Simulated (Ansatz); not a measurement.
## The standard entropy of C2F5 (pentafluoroethyl) from a frequency calculation

A doublet with charge 0, relaxed at UPBE0-D4/def2-TZVP (Ansatz 0.2.0):

```xyz
7

F     1.5610   -0.8460    0.5130
C     0.3220   -0.4684    0.7232
F    -0.4641   -1.4812    1.0027
C    -0.2283    0.4808   -0.3205
F     0.5780    1.5271   -0.4448
F    -1.4348    0.8961    0.0432
F    -0.3337   -0.1083   -1.5167
```

Harmonic wavenumbers in cm⁻¹: 62, 209, 221, 367, 422, 517, 591, 615, 708, 833, 1143, 1210, 1256, 1323, 1429.

Masses in u: F 18.998, C 12.011. Take T = 298.15 K, p = 1 bar, R = 8.3145 J/(mol K), kT/hc = 207.22 cm⁻¹, rigid rotor and harmonic oscillator.

Compute the standard molar entropy.


1. Translation (Sackur–Tetrode): S = R[3/2 ln M + 5/2 ln T − 1.1517] with M = 119.012 gives 168.5 J/(mol K).
2. Rotation: principal moments 133.883, 209.749, 255.055 u Å² give A, B, C = 0.1259, 0.0804, 0.0661 cm⁻¹; the symmetry number is σ = 1; q = (√π/σ)√((kT/hc)³/ABC) = 204400; S = R(ln q + 3/2) = 114.1.
3. Vibration: with u = ν̃/207.22, each mode gives R[u/(eᵘ − 1) − ln(1 − e⁻ᵘ)]; the sum is 52.4, most from 62 cm⁻¹ (18.4), 209 cm⁻¹ (8.6), 221 cm⁻¹ (8.2).
4. Electronic: R ln 2 = 5.8, from the spin multiplicity alone.
5. Sum: 168.5 + 114.1 + 52.4 + 5.8 = 340.8 J/(mol K).

No measured value is set beside it here. Where a soft mode is a torsion, a harmonic oscillator describes it poorly.
